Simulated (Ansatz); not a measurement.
`OC(F)(F)[SiH2]Cl` + `NB[Se][SiH3]` → `N[SiH2]C(O)(F)F` + `[SiH3][Se]BCl`  (redistribution)

Program: Ansatz. Geometries: PBE0-D4/def2-TZVP. ΔE: electronic, gas phase. CBS: MP2 limit from def2 TZ/QZ plus the TZ coupled-cluster correction, frozen cores. For Se outer-core shells are correlated without core-valence functions, which leaves a few kJ/mol of doubt a bond. Scalar relativity is left out up to krypton. Each species was taken in one conformer, which may not be the lowest.

`OC(F)(F)[SiH2]Cl`:

Cartesian coordinates in Å:
```
O -0.047 -1.282 1.020
C -0.378 -0.039 0.616
F -0.009 0.881 1.556
F -1.744 0.088 0.532
Si 0.370 0.375 -1.108
Cl 2.404 0.313 -0.978
H -0.425 -1.441 1.897
H -0.067 1.742 -1.460
H -0.105 -0.636 -2.075
```

`NB[Se][SiH3]`:

Z-matrix (Å, degrees):
```
Si
Se 1 2.271
H 1 1.482 2 107.6
H 1 1.486 2 111.7 3 -120.3
H 1 1.490 2 110.8 3 119.5
B 2 1.963 1 100.5 3 -166.8
N 6 1.387 2 125.6 1 4.4
H 6 1.194 2 114.6 1 -175.9
H 7 1.006 6 121.3 2 179.5
H 7 1.006 6 125.1 2 2.4
```

`N[SiH2]C(O)(F)F`:

Cartesian coordinates in Å:
```
N 1.064 -0.828 -1.393
Si 0.001 0.414 -0.908
C -0.426 0.400 0.976
O -1.031 -0.755 1.341
F -1.226 1.467 1.300
F 0.705 0.586 1.736
H 2.043 -0.776 -1.161
H 0.746 -1.783 -1.426
H 0.637 1.730 -1.145
H -1.295 0.269 -1.610
H -1.218 -0.725 2.290
```

`[SiH3][Se]BCl`:

Z-matrix (Å, degrees):
```
Si
Se 1 2.294
H 1 1.482 2 110.2
H 1 1.483 2 106.1 3 119.3
H 1 1.482 2 110.1 3 -121.5
B 2 1.922 1 95.4 3 60.7
Cl 6 1.742 2 119.7 1 180.0
H 6 1.191 2 121.8 1 -0.0
```

```
           species  CCSD(T)/CBS(def2) energy (Eh)
`OC(F)(F)[SiH2]Cl`                    -1063.51694
    `NB[Se][SiH3]`                    -2772.97652
 `N[SiH2]C(O)(F)F`                     -659.63038
   `[SiH3][Se]BCl`                    -3176.83690
```

Problem. Work out ΔE.

Solution. ΔE = (-659.63038) + (-3176.83690) − (-1063.51694) − (-2772.97652) = 0.02618 Eh = +68.7 kJ/mol.

Largest T1 diagnostic among the species: 0.012.
